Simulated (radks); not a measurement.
The numbers below are computed, except where a source is named.
Spin polarisation of the 4f13 shell in neutral thulium. Start: [Xe] 4f(up 6.5, down 6.5) 6s2; electrons of 4f are moved from spin down to spin up, other shells keep equal spins. Code: a radial shooting solver on a logarithmic mesh with Libxc functionals. Model: scalar-relativistic Kohn-Sham, PBE, spin-polarised, spherical densities, finite nucleus; Fermi nuclear charge, rms radius of each element as measured or else 0.836 A^(1/3) + 0.57 fm.

\begin{tabular}{lrrrr}
moment (Bohr magnetons) & E - E(0) (eV) & e(4f up) (eV) & e(4f down) (eV) & 6s down minus up (eV) \\ \hline
0 & 0.000 & -3.098 & -3.098 & 0.000 \\
0.25 & -0.012 & -3.193 & -3.002 & 0.006 \\
0.5 & -0.048 & -3.287 & -2.904 & 0.012 \\
0.75 & -0.108 & -3.380 & -2.806 & 0.017 \\
1 & -0.191 & -3.471 & -2.706 & 0.023 \\
\end{tabular}

At moment 1 the spin-polarisation energy is -0.191 eV and the 4f exchange splitting 0.765 eV, that is 0.765 eV per Bohr magneton; E = -I m^2/4 would give I = 0.766 eV.
